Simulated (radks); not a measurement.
Radial electron density D(r) = 4 pi r^2 rho(r) of an atom or ion with 57 electrons. Calculated with a radial shooting solver on a logarithmic mesh with Libxc functionals: Dirac Kohn-Sham, PBEsol, spin-unpolarised, spherical densities, point nucleus.

```
   r/bohr * D(r) (the largest magnitude, 102, reaches the edge; | marks zero)
 0.001358 |  *
  0.00184 |   *
 0.002493 |      *
 0.003406 |          *
 0.004617 |                *
 0.006257 |                       *
 0.008548 |                               *
  0.01158 |                                      *
   0.0157 |                                          *
  0.02145 |                                        *
  0.02907 |                                     *
   0.0394 |                                      *
  0.05382 |                                               *
  0.07294 |                                                      *
  0.09886 |                                                *
   0.1351 |                                        *
    0.183 |                                             *
   0.2481 |                                           *
   0.3389 |                       *
   0.4593 |                 *
   0.6275 |                   *
   0.8504 |           *
    1.152 |     *
    1.574 |   *
    2.134 | *
    2.892 *
    3.951 *
    5.354 *
    7.257 *
    9.914 *
```

What is the nuclear charge?

Answer. Z = 59. The innermost maximum, from 1s, lies near gamma/Z bohr with gamma = sqrt(1 - (Z/c)^2) = 0.903, here 0.0153 bohr (found: 0.0169), and its height grows with Z. The density is that of the praseodymium ion Pr2+ in [Xe] 4f2 6p1; the configuration itself is not fixed sharply by these data, and Z only to a few units. D(r) has 4 maxima, at r = 0.0169, 0.0741, 0.210, 0.579 bohr, and minima at 0.0328, 0.137, 0.424 bohr, inside which lie 2.03, 11.15, 29.10 electrons.
